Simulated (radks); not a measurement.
Values are calculated unless marked as measured or tabulated.
All-electron atom: Pm3+ in [Xe] 4f2 6p2 (not the ground configuration). Level of theory: scalar-relativistic Kohn-Sham, PBE, spin-polarised, spherical densities, finite nucleus; open shells are filled with parallel spins first (spin-orbit coupling, left out, can overturn this in heavy ions); Fermi nuclear charge, rms radius 4.962 fm (a radial shooting solver on a logarithmic mesh with Libxc functionals).

Radial electron density D(r) = 4 pi r^2 rho(r):

r (bohr)  D(r) (e/bohr)   spin D(r)
0.002014          10.50  0.00000918
0.00273           16.57   0.0000191
0.00367           25.09   0.0000416
0.004974          36.86   0.0000992
0.006688          50.81    0.000241
0.009063          65.67    0.000609
0.01219           76.94     0.00148
0.01651           80.86     0.00348
0.0222            76.54     0.00735
0.03009           71.30      0.0137
0.04046           77.68      0.0204
0.05483           97.03      0.0208
0.07372           106.8     0.00885
0.09991           91.50   0.0000226
0.1343            79.44      0.0449
0.182             91.70       0.197
0.2448            82.36       0.515
0.3317            44.09        1.22
0.446             37.58        2.17
0.6044            40.45        2.53
0.8126            22.84        2.10
1.101             12.00        1.42
1.481             8.154       0.511
2.007             3.008       0.136
2.698             1.126       0.696
3.656            0.8049       0.786
4.916            0.2253       0.225
6.662           0.01577      0.0158
8.958         0.0002141    0.000214

D(r) has 4 maxima, at r = 0.0161, 0.0714, 0.200, 0.545 bohr, and minima at 0.0308, 0.131, 0.399 bohr, inside which lie 1.94, 11.11, 29.04 electrons.
